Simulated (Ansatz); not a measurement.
Hf2O4, relaxed as a singlet with RKS r2SCAN-D4/def2-SVP in Ansatz, starting from the GFN2-xTB geometry. Force threshold 0.02 eV/Å.

In the def2 sets Hf takes a core potential; there is no spin–orbit coupling. The relaxation made no stability test and no search for a lower SCF solution. The structure comes from a short search, and lower isomers may exist.

Start:

```xyz
6

Hf   -1.170   -0.890    0.180
Hf    1.170    0.888   -0.182
O     0.212   -0.527   -1.199
O    -0.213    0.523    1.200
O    -2.835   -0.505   -0.280
O     2.836    0.512    0.281
```

(1) Estimate the energy that the relaxation releases and the steps that it takes.

(2) Does the start keep its bonding and symmetry?

(3) Predict the relaxed structure.

Results:

(1) 22.9 kJ/mol, in 5 steps; 11 s on 4 threads of Arm Neoverse V2 on a shared host. No frequencies were taken in this run, so the end may be a saddle point.

(2) By distances, no bond broke or formed. The bond that changes most is Hf1–O5, from 1.77 to 1.78 Å (atoms count from 1). Point group C2h at the start, C2h at the end, both within 0.05 Å.

(3) 
```xyz
6

Hf   -1.088   -0.989    0.240
Hf    1.088    0.989   -0.239
O     0.209   -0.516   -1.177
O    -0.209    0.515    1.178
O    -2.687   -0.408   -0.298
O     2.687    0.409    0.298
```
Bond lengths (bridged metal pairs left out): 6 × Hf–O 1.78 to 1.98 Å.
